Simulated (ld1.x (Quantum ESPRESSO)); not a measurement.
## Which setting gave this result? (carbon, RRKJ)

Base potential:

ld1.x (Quantum ESPRESSO) 7.5 input, shortened:

```
&input
   title='C', zed=6., rel=1, dft='PZ', iswitch=3,
   config='[He] 2s2 2p0.5 3d-2'
 /
 &inputp
   pseudotype=2, tm=.false., lloc=0,
   nlcc=.true., rcore=1.00
 /
3
2P  2  1   0.50   0.00  1.55  1.55  0.0
3D  3  2  -2.00   0.05  1.40  1.40  0.0
2S  1  0   2.00   0.00  1.15  1.15  0.0
 &test
   configts(1)='2s2 2p0.5'
 /
```

Cutoffs, loose and tight: the cutoffs (Ry, on a coarse ladder) from which the occupation-weighted sum of valence levels, in a spherical-Bessel basis at the reference potential, stays within 10 and 1 mRy of its value at 400 Ry. They do not see the model core or the augmentation charge, which bear on the density cutoff. Test errors are all-electron minus pseudo excitation energies from the reference, over the configurations 2s2 2p2; 2s2 2p1; 2s2 2p0; 2s2 2p2.3; 2s1 2p3; 2s1 2p0; 2s0 2p4 (two spin-polarised tests are not counted in the largest error); variants that change the core or the reference have their own tests.

Only the s radius is moved:

```
s radius (bohr)  cutoff, loose  cutoff, tight  bound ghosts  largest test error (meV)
           0.76         120 Ry         260 Ry          none                      +207
           0.88          60 Ry         120 Ry          none                      +183
           0.96          40 Ry         100 Ry          none                      +183
           1.12          40 Ry          90 Ry          none                      +182
           1.26          40 Ry          80 Ry          none                      +179
           1.48          35 Ry          60 Ry          none                      +213
           1.58          35 Ry          55 Ry          none                      +243
           1.74          35 Ry          45 Ry          none                      +294
```

Question: One more run gave cutoff, loose: 35 Ry; cutoff, tight: 70 Ry; bound ghosts: none; largest test error (meV): +197. Which value of the s radius was used?

Answer: 1.38 bohr. The tight cutoff moves one way along this sweep, from 260 Ry at 0.76 to 45 Ry at 1.74 bohr, which places the run between 1.26 and 1.48 bohr.
